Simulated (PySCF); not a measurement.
NMR data simulated for an unnamed compound:

¹H NMR (400 MHz, computed): δ 3.50 (s, 3H), 3.09 (br, 2H), 2.46 (br s, 3H).

¹³C{¹H} NMR (computed): δ 59.7 (CH3).

PySCF calculation with geometry from PBE0-D3(BJ)/def2-SVP, shieldings: GIAO B3LYP/pcSseg-2 and B3LYP/pcJ-1 coupling constants (spin–dipole term only in couplings to heteroatoms); one computed conformer, rapidly exchanging positions averaged, no relativistic terms, isolated molecule.

Chemical shifts δ = σref − σ; ¹H and ¹³C vs TMS, all at this level.

**Question.** Which of these does the molecule contain: an aldehyde, an NH or NH2 group, a tert-butyl group, a (CH3)2CH unit?

**Answer.** 
- An aldehyde: no.
- An NH or NH2 group: yes (δH 2.46 (br s)).
- A tert-butyl group: no.
- A (CH3)2CH unit: no.

The data belong to `CO[BH2-][NH3+]`, CH$_{8}$BNO; they needn't prove each group on their own.

Carbon signals by region: 1 at 50–100 ppm.

The OH or NH signal is concentration- and solvent-dependent in practice; the value given is the gas-phase one. Hydrogens on boron are broadened and split by ¹¹B (spin 3/2, 80 %) and 10B (spin 3). Shifts are as computed. Against solution values, carbons near 30 ppm lie about +3 ppm off and those near 130 ppm about +8 ppm. Of 1211 compounds with measured shifts, 218 miss one by over three times the rms of a fit or turn the order of signals round; such compounds aren't used in these exercises. Couplings to exchangeable protons are dropped.
